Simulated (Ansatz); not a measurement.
The cluster Al2O3 (the lowest singlet isomer of a short search). Total charge 0; singlet. Geometry PBE-D4/def2-SVP, basis def2-TZVP, Ansatz.

Cartesian coordinates in Å:
```
Al 0.894 1.396 0.365
Al -0.894 -1.396 -0.366
O 1.746 2.729 0.714
O -0.001 0.001 -0.001
O -1.746 -2.730 -0.712
```

| run | HOMO (eV) | LUMO (eV) |
| --- | --- | --- |
| A | -6.87 | -4.02 |
| B | -8.01 | -3.54 |
| C | -6.64 | -4.33 |
| D | -7.60 | -3.91 |

HSE06 is defined as in plane-wave codes, on full-range PBE exchange. The structure comes from a short search, and lower isomers may exist.

Task: The runs used HSE06, PBE, PBE0, r2SCAN. Estimate which is which.

Result: A r2SCAN (0 % exact exchange); B PBE0 (25 % exact exchange); C PBE (0 % exact exchange); D HSE06 (range-separated). Exact exchange lowers occupied and raises empty levels; among semilocal functionals meta-GGAs tend to open the gap a little, and such runs are hard to tell apart. The gap grows from 2.31 eV (PBE) to 4.46 eV (PBE0).
